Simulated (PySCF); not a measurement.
## How far are cheaper levels from CCSD(T)/CBS for SbO?

PySCF; the state is a doublet (π ↑). The composite is CCSD(T) extrapolated to the basis-set limit from two correlation-consistent sets, with core-valence (CV) and scalar-relativistic (SR) terms as its label shows; it has no spin–orbit coupling and nothing beyond (T). Here it is CCSD(T)/CBS(DT). It gives Re = 1.820 Å, ωe = 827 cm⁻¹ and De = 4.16 eV to Sb + O.

| level | basis | relativity | Re (Å) | ωe (cm⁻¹) | De (eV) |
| --- | --- | --- | --- | --- | --- |
| UHF-SCS-MP2 | def2-TZVPP | scalar-relativistic core potentials | 1.832 | 818 | 4.10 |
| UHF-CCSD | cc-pVDZ-PP/cc-pVDZ | scalar-relativistic core potentials | 1.851 | 818 | 2.52 |
| UHF-CCSD | x2c-SVPall | spin-free X2C | 1.845 | 836 | 2.65 |
| UHF-CCSD(T) | def2-TZVPP | scalar-relativistic core potentials | 1.829 | 819 | 3.85 |
| PBE | aug-cc-pVDZ-PP/aug-cc-pVDZ | scalar-relativistic core potentials | 1.866 | 791 | 4.59 |
| PBE | def2-TZVPP | scalar-relativistic core potentials | 1.837 | 815 | 4.78 |
| BLYP | cc-pVDZ-PP/cc-pVDZ | scalar-relativistic core potentials | 1.881 | 769 | 4.45 |
| TPSS | def2-TZVPP | scalar-relativistic core potentials | 1.832 | 828 | 4.37 |
| r²SCAN | x2c-SVPall | spin-free X2C | 1.844 | 840 | 3.81 |
| r²SCAN | def2-TZVPPD | scalar-relativistic core potentials | 1.817 | 856 | 4.19 |

Q: Give the difference of each row from the composite.

A: 

```csv
level,basis,ΔRe (pm),Δωe (%),ΔDe (eV)
UHF-SCS-MP2,def2-TZVPP,+1.2,-1.1,-0.06
UHF-CCSD,cc-pVDZ-PP/cc-pVDZ,+3.1,-1.1,-1.64
UHF-CCSD,x2c-SVPall,+2.5,+1.1,-1.51
UHF-CCSD(T),def2-TZVPP,+0.9,-1.0,-0.31
PBE,aug-cc-pVDZ-PP/aug-cc-pVDZ,+4.6,-4.4,+0.43
PBE,def2-TZVPP,+1.7,-1.5,+0.62
BLYP,cc-pVDZ-PP/cc-pVDZ,+6.1,-7.0,+0.29
TPSS,def2-TZVPP,+1.2,+0.1,+0.21
r²SCAN,x2c-SVPall,+2.4,+1.6,-0.35
r²SCAN,def2-TZVPPD,-0.3,+3.5,+0.03
```

Q: Which rows come closest in De?

A: r²SCAN in def2-TZVPPD (+0.03 eV), counted from the composite.

Correlated steps freeze the inner cores (5 to 19 orbitals); shallow outer-core shells are correlated. Correlated levels converge slowly with the basis: in double zeta they bind strong bonds too weakly, by up to about 1 eV, and carry superposition errors of some tenths. These are scalar-relativistic numbers at best; spin–orbit coupling would shift them, the dissociation energy most. The state is the lowest determinant that a PBE0 search found; another state may lie lower at other levels.
